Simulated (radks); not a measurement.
The numbers below are computed, except where a source is named.
Task: Ionisation of Ni, [Ar] 3d8 4s2, to Ni+, [Ar] 3d9, under several functionals. Dirac Kohn-Sham, spin-unpolarised, spherical densities, point nucleus; open shells fill j = l - 1/2 first; a radial shooting solver on a logarithmic mesh with Libxc functionals. The NIST Atomic Spectra Database gives 7.640 eV (measured). Rank these functionals by the error of their Delta-SCF ionisation energy: B86b exchange with PBE correlation; PBEsol; BLYP; OLYP; BP86; RPBE; LDA (Slater exchange, Perdew-Zunger correlation).

Result: From best to worst: LDA (Slater exchange, Perdew-Zunger correlation) 6.666 eV (-0.974); BP86 6.608 eV (-1.032); BLYP 6.600 eV (-1.040); B86b exchange with PBE correlation 6.455 eV (-1.184); PBEsol 6.368 eV (-1.272); RPBE 6.266 eV (-1.374); OLYP 5.723 eV (-1.917). Spin polarisation and multiplet splitting are left out, so open shells lie too high by an amount that depends on their filling.

Beside tabulated values, note that spin-unpolarised runs miss the spin-polarisation part of the exchange energy of open shells.
